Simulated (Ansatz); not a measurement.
Reactions of BH6NSi, SMILES `BN[SiH3]`.

Calculated with Ansatz (gas phase, PBE0-D4/def2-TZVP geometries, no zero-point term in ΔE). CCSD(T)/CBS adds triple-zeta CCSD(T) − MP2 to the extrapolated MP2 energy (def2 sets, frozen cores). This one scheme is used for every species, atoms too. Functionals use def2-TZVPP. Open shells (•) are unrestricted, without spin–orbit coupling. Spin–orbit coupling would lower the free atoms: a little for B, Si. Bonds to Ge, Se are less sure, by a few kJ/mol each and by 10 to 20 or more in all where they break to atoms, as the def2 sets lack core-valence functions. Scalar relativity is left out up to krypton. One conformer a species, not always the lowest.

```tsv
reaction	PBE-D4 (kJ/mol)	PBE0-D4 (kJ/mol)	HF/CBS(def2) (kJ/mol)	ωB97X-V (kJ/mol)
`BN[SiH3]` + `[SH][GeH3]` → `[SiH3][S][GeH3]` + `BN`	-35	-33	-11	-25
`BN[SiH3]` + `[OH]`• → `B[N][SiH3]`• + H₂O	-87	-62	-8	-53
`BN[SiH3]` → B• + 6 H• + N• + Si•	3022	2997	2295	3039
`BN[SiH3]` + `S[SiH2]S` → `[SiH3]S[SiH2]S` + `BN`	-37	-35	-8	-26
`BN[SiH3]` + `COB(N)O` → `COB(N)O[SiH3]` + `BN`	-48	-49	-60	-52
`BN[SiH3]` → `[BH2]`• + `[NH][SiH3]`•	622	618	484	626
`BN[SiH3]` → `B[NH]`• + `[SiH3]`•	435	449	377	473
`BN[SiH3]` + `OC(O)O` → `BOC(O)O` + `N[SiH3]`	5	5	-3	2
`BN[SiH3]` + `CC[SeH]` → `BC(C)[SeH]` + `N[SiH3]`	143	142	145	141
`BN[SiH3]` → `BN` + `[SiH2]`	267	278	266	282
```

**Question.** Give the CCSD(T)/CBS values in the same order. (An estimate is asked.)

**Answer.** The calculation gave: -26, -56, 3015, -26, -51, 631, 481, 3, 141, 274 kJ/mol.

Largest T1 diagnostic: 0.030, for `B[NH]`•, so its coupled-cluster energy is less sure.
